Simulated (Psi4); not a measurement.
H2Be, singlet, geometry from GFN2-xTB (such geometries of metal compounds can be far from the true shape); Psi4 with HF/def2-SVP.

Input for Psi4:
```
memory 2 GB

molecule {
0 1
Be    0.00000000    0.00000000    0.00000000
H     0.00000000    0.00000000    1.27939097
H    -0.00000000   -0.00000000   -1.27939097
}

set {
  basis def2-svp
  reference uhf
}

energy('scf')
print_variables()
```

**Question.** Write the output that Psi4 gives for this input, abridged.

**Answer.** 
```
   => Loading Basis Set <=

    Name: DEF2-SVP
    Role: ORBITAL
    Keyword: BASIS

         ---------------------------------------------------------
                                   SCF
               by Justin Turney, Rob Parrish, Andy Simmonett
                          and Daniel G. A. Smith
                              UHF Reference
         ---------------------------------------------------------

  ==> Geometry <==

    Molecular point group: d2h
    Full point group: D_inf_h

    Geometry (in Angstrom), charge = 0, multiplicity = 1:

       Center              X                  Y                   Z               Mass
    ------------   -----------------  -----------------  -----------------  -----------------
         BE           0.000000000000     0.000000000000     0.000000000000     9.012183065000
         H            0.000000000000     0.000000000000     1.279390970000     1.007825032230
         H            0.000000000000     0.000000000000    -1.279390970000     1.007825032230

  Running in d2h symmetry.

  Rotational constants: A = ************  B =      5.10946  C =      5.10946 [cm^-1]
  Rotational constants: A = ************  B = 153177.68452  C = 153177.68452 [MHz]
  Nuclear repulsion =    3.515740220282313

  Charge       = 0
  Multiplicity = 1
  Electrons    = 6
  Nalpha       = 3
  Nbeta        = 3

  ==> Algorithm <==

  SCF Algorithm Type is DF.
  DIIS enabled.
  MOM disabled.
  Fractional occupation disabled.
  Guess Type is SAD.
  Energy threshold   = 1.00e-06
  Density threshold  = 1.00e-06
  Integral threshold = 1.00e-12

  ==> Primary Basis <==

  Basis Set: DEF2-SVP
    Blend: DEF2-SVP
    Number of shells: 11
    Number of basis functions: 19
    Number of Cartesian functions: 19
    Spherical Harmonics?: true
    Max angular momentum: 1

   => Loading Basis Set <=

    Name: (DEF2-SVP AUX)
    Role: JKFIT
    Keyword: DF_BASIS_SCF

  ==> Integral Setup <==

  SCF_SUBTYPE=INCORE selected. In-core MEM_DF algorithm will be used.
  Using in-core AOs.

  ==> MemDFJK: Density-Fitted J/K Matrices <==

    J tasked:                   Yes
    K tasked:                   Yes
    wK tasked:                   No
    Algorithm:                 Core
    Schwarz Cutoff:           1E-12
    Mask sparsity (%):       0.0000
    Fitting Condition:        1E-10

   => Auxiliary Basis Set <=

  Basis Set: (DEF2-SVP AUX)
    Blend: DEF2-UNIVERSAL-JKFIT
    Number of shells: 29
    Number of basis functions: 87
    Number of Cartesian functions: 100
    Spherical Harmonics?: true
    Max angular momentum: 3

  Minimum eigenvalue in the overlap matrix is 2.9394686458E-02.
  Reciprocal condition number of the overlap matrix is 9.3838514800E-03.
    Using symmetric orthogonalization.

  ==> Pre-Iterations <==

  SCF Guess: Superposition of Atomic Densities via on-the-fly atomic UHF (no occupation information).

   -------------------------
    Irrep   Nso     Nmo
   -------------------------
     Ag         6       6
     B1g        0       0
     B2g        1       1
     B3g        1       1
     Au         0       0
     B1u        5       5
     B2u        3       3
     B3u        3       3
   -------------------------
    Total      19      19
   -------------------------

  ==> Iterations <==

                           Total Energy        Delta E     RMS |[F,P]|

   @DF-UHF iter SAD:   -15.14859934076143   -1.51486e+01   0.00000e+00
   @DF-UHF iter   1:   -15.74860839744476   -6.00009e-01   6.28382e-03 ADIIS/DIIS
   @DF-UHF iter   2:   -15.75152147289623   -2.91308e-03   8.54879e-04 ADIIS/DIIS
   @DF-UHF iter   3:   -15.75158250586558   -6.10330e-05   7.53488e-05 DIIS
   @DF-UHF iter   4:   -15.75158314882608   -6.42960e-07   7.46789e-06 DIIS
   @DF-UHF iter   5:   -15.75158315735833   -8.53225e-09   5.70635e-07 DIIS
  Energy and wave function converged.

  ==> Post-Iterations <==

   @Spin Contamination Metric:  -1.776356839E-15
   @S^2 Expected:                0.000000000E+00
   @S^2 Observed:               -1.776356839E-15
   @S   Expected:                0.000000000E+00
   @S   Observed:                0.000000000E+00

    Orbital Energies [Eh]
    ---------------------

    Alpha Occupied:

       1Ag    -4.675464     2Ag    -0.491551     1B1u   -0.456203

    Alpha Virtual:

       1B3u    0.070250     1B2u    0.070250     3Ag     0.121849
       2B1u    0.178899     4Ag     0.280300     2B3u    0.364856
       2B2u    0.364856     3B1u    0.552922     5Ag     0.814343
       4B1u    1.120787     1B3g    1.658713     1B2g    1.658713
       3B2u    1.832171     3B3u    1.832171     6Ag     1.938635
       5B1u    2.573890

    Beta Occupied:

       1Ag    -4.675464     2Ag    -0.491551     1B1u   -0.456203

    Beta Virtual:

       1B3u    0.070250     1B2u    0.070250     3Ag     0.121849
       2B1u    0.178899     4Ag     0.280300     2B3u    0.364856
       2B2u    0.364856     3B1u    0.552922     5Ag     0.814343
       4B1u    1.120787     1B3g    1.658713     1B2g    1.658713
       3B2u    1.832171     3B3u    1.832171     6Ag     1.938635
       5B1u    2.573890

    Final Occupation by Irrep:
             Ag   B1g   B2g   B3g    Au   B1u   B2u   B3u
    DOCC [     2,    0,    0,    0,    0,    1,    0,    0 ]
    SOCC [     0,    0,    0,    0,    0,    0,    0,    0 ]
    NA   [     2,    0,    0,    0,    0,    1,    0,    0 ]
    NB   [     2,    0,    0,    0,    0,    1,    0,    0 ]

  @DF-UHF Final Energy:   -15.75158315735833

   => Energetics <=

    Nuclear Repulsion Energy =              3.5157402202823129
    One-Electron Energy =                 -27.2882115348259155
    Two-Electron Energy =                   8.0208881571852721
    Total Energy =                        -15.7515831573583291

  UHF NO Occupations:
  HONO-2 :    1 Ag 2.0000000
  HONO-1 :    2 Ag 2.0000000
  HONO-0 :    1B1u 2.0000000
  LUNO+0 :    2B1u 0.0000000
  LUNO+1 :    3 Ag 0.0000000
  LUNO+2 :    3B1u 0.0000000
  LUNO+3 :    4 Ag 0.0000000

Computation Completed

Properties will be evaluated at   0.000000,   0.000000,   0.000000 [a0]

Properties computed using the SCF density matrix

 Multipole Moments:

 ------------------------------------------------------------------------------------
     Multipole            Electronic (a.u.)      Nuclear  (a.u.)        Total (a.u.)
 ------------------------------------------------------------------------------------

 L = 1.  Multiply by 2.5417464519 to convert [e a0] to [Debye]
 Dipole X            :          0.0000000            0.0000000            0.0000000
 Dipole Y            :          0.0000000            0.0000000            0.0000000
 Dipole Z            :          0.0000000            0.0000000            0.0000000
 Magnitude           :                                                    0.0000000

 ------------------------------------------------------------------------------------

  Variable Map:
  ----------------------------------------------------------------------------
  "CURRENT ENERGY"           =>     -15.751583157358
  "CURRENT REFERENCE ENERGY" =>     -15.751583157358
  "DD SOLVATION ENERGY"      =>       0.000000000000
  "HF KINETIC ENERGY"        =>      15.762482423383
  "HF POTENTIAL ENERGY"      =>     -31.514065580741
  "HF TOTAL ENERGY"          =>     -15.751583157358
  "HF VIRIAL RATIO"          =>       1.999308531123
  "NUCLEAR REPULSION ENERGY" =>       3.515740220282
  "ONE-ELECTRON ENERGY"      =>     -27.288211534826
  "PCM POLARIZATION ENERGY"  =>       0.000000000000
  "PE ENERGY"                =>       0.000000000000
  "SCF ITERATION ENERGY"     =>     -15.751583157358
  "SCF ITERATIONS"           =>       5.000000000000
  "SCF TOTAL ENERGY"         =>     -15.751583157358
  "TWO-ELECTRON ENERGY"      =>       8.020888157185

  Array Variable Map:
  ----------------------------------------------------------------------------
  "CURRENT DIPOLE"           =>       0.000000000000 ... 0.000000000000 1 by 3
  "SCF DIPOLE"               =>       0.000000000000 ... 0.000000000000 1 by 3
  "SCF TOTAL ENERGIES"       =>     -15.148599340761 ... -15.751583157358 1 by 6
```
